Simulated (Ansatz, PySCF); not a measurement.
C₂H₁₁NSi₃, SMILES C[SiH2][Si@@H]1CN[SiH2]1. Atoms are numbered in the order given.

```xyz
17

C      3.1915     0.8719     0.4414
Si     1.6960    -0.0842     1.0861
Si     0.1173    -0.4976    -0.5938
C     -0.8344     1.1072    -1.1434
N     -2.1313     0.7674    -0.5466
Si    -2.1003    -0.8680     0.0627
H      3.7215     0.2973    -0.3344
H      3.9026     1.0823     1.2563
H      2.8838     1.8339     0.0019
H      1.0067     0.7062     2.1567
H      2.1396    -1.3801     1.6937
H      0.6947    -1.2819    -1.7332
H     -0.4011     2.0420    -0.7343
H     -0.8637     1.2152    -2.2467
H     -2.8947     1.4329    -0.6361
H     -2.9415    -1.8764    -0.6688
H     -2.4542    -1.0211     1.5130
```
Charge 0, spin multiplicity 1.

Geometry optimised at r2SCAN-D4/def2-SVP. The structure was generated by enumeration; whether it is a known compound was not checked. The values are those of a single conformer.

Vertical ionisation energy (IE) and electron affinity (EA) in eV. Rows of orbital energies are one-electron estimates. Where ΔSCF, EOM or ADC give a negative EA the extra electron is unbound and the value depends on the basis.

```
level                                                                  IE     EA
-------------------------------------------------------------------  ----  -----
−ε(HOMO), −ε(LUMO), ωB97X/def2-TZVP (PySCF)                          9.03  -1.58
−ε(HOMO), −ε(LUMO), PBE/def2-TZVP (PySCF)                             ___    ___
ΔSCF, PBE0/def2-SVPD (Ansatz), final states of multiplicity 2 and 2  8.48  -0.89
ΔSCF, PBE/def2-SVPD (Ansatz), final states of multiplicity 2 and 2   8.20  -0.68
```

Task: What belongs in the gaps? (An estimate is asked for; the answer gives what the named calculation found.)

Result: 
- −ε(HOMO), −ε(LUMO), PBE/def2-TZVP (PySCF), IE: 5.34
- −ε(HOMO), −ε(LUMO), PBE/def2-TZVP (PySCF), EA: 1.18

Task: What vertical singlet–triplet gap does ΔSCF give with PBE0/def2-SVPD (Ansatz, a first-principles code) and with PBE/def2-SVPD (Ansatz)? (The exact figures need the calculation; the answer reports its results.)

Result: 4.84 and 4.49 eV (triplet above singlet where positive).
